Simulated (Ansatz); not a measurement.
Relaxation of CH$_{6}$AuNO (10 atoms, charge 0, multiplicity 1), to a largest force component of 0.02 eV/Å in at most 50 steps.

All numbers below come from UHF/def2-SVP in Ansatz.

```xyz
10
Properties=species:S:1:pos:R:3:forces:R:3
C -0.392 1.827 -1.498 0.63 -0.21 0.22
O 0.694 1.216 -0.898 -0.41 -0.11 0.04
Au 0.463 -0.339 0.312 0.09 0.50 -0.36
N 0.340 -1.982 1.618 0.01 -0.27 0.22
H -0.954 1.147 -2.159 -0.04 0.14 0.00
H -1.106 2.244 -0.769 -0.02 0.03 -0.13
H -0.017 2.657 -2.112 -0.24 0.03 -0.05
H 0.277 -1.665 2.579 0.01 -0.27 -0.27
H -0.474 -2.549 1.408 0.31 0.09 0.19
H 1.169 -2.556 1.519 -0.34 0.07 0.16
```

Where does it end, and by what steps?

It converged. After 3 steps the energy has fallen by 0.031 eV; H6 moved furthest, 0.07 Å.

| step | energy less start (eV) | largest force component (eV/Å) | accepted |
| --- | --- | --- | --- |
| 0 | 0.0000 | 0.627 | yes |
| 1 | -0.0286 | 0.272 | yes |
| 2 | -0.0310 | 0.044 | yes |
| 3 | -0.0312 | 0.018 | yes |

```xyz
10
Properties=species:S:1:pos:R:3
C -0.387 1.852 -1.519
O 0.656 1.218 -0.897
Au 0.446 -0.329 0.313
N 0.353 -2.011 1.642
H -0.961 1.201 -2.197
H -1.117 2.293 -0.821
H -0.008 2.680 -2.133
H 0.297 -1.721 2.605
H -0.449 -2.590 1.456
H 1.170 -2.594 1.552
```

Whether the end is a true minimum wasn't checked by a vibrational analysis.

Time of the run: 3.9 s on 2 threads of AMD EPYC 9R45 96-Core Processor (Zen 5), on a shared host, peak memory 0.28 GiB.
